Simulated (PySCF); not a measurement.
Working out the ionisation energy of Ag

Ag [Kr] 4d10 5s1 (2S) → Ag⁺ [Kr] 4d10 (1S). All numbers are calculated (PySCF 2.14, a scalar-relativistic core potential, in aug-cc-pVTZ-PP with one added diffuse shell each of s, p, d, f, g type with ECP28MDF (7s7p6d4f3g, 113 functions)). Frozen: 4s2 4p6. Energies in hartree (1 hartree = 27.21139 eV):

```csv
part,Ag (lower),Ag⁺ (upper)
UHF,-146.055578,-145.821676
MP2 opposite-spin,-0.264044,-0.239080
MP2 same-spin,-0.149302,-0.132469
```

Question: What does Hartree-Fock give?

Answer: (-145.821676) − (-146.055578) = 0.233902 hartree = 6.365 eV.

Question: What do MP2 and SCS-MP2 (6/5 opposite-spin, 1/3 same-spin) give?

Answer: The opposite-spin parts differ by 0.679 eV and the same-spin parts by 0.458 eV. MP2: 6.365 + (0.679) + (0.458) = 7.502 eV. SCS-MP2: 6.365 + 1.2 × (0.679) + (0.458)/3 = 7.332 eV.

Measured between the centres of the two terms (NIST): 7.576 eV, so MP2 (valence) is off by -0.074 eV.

What remains against the reference includes basis incompleteness, the frozen core and correlation beyond second order.
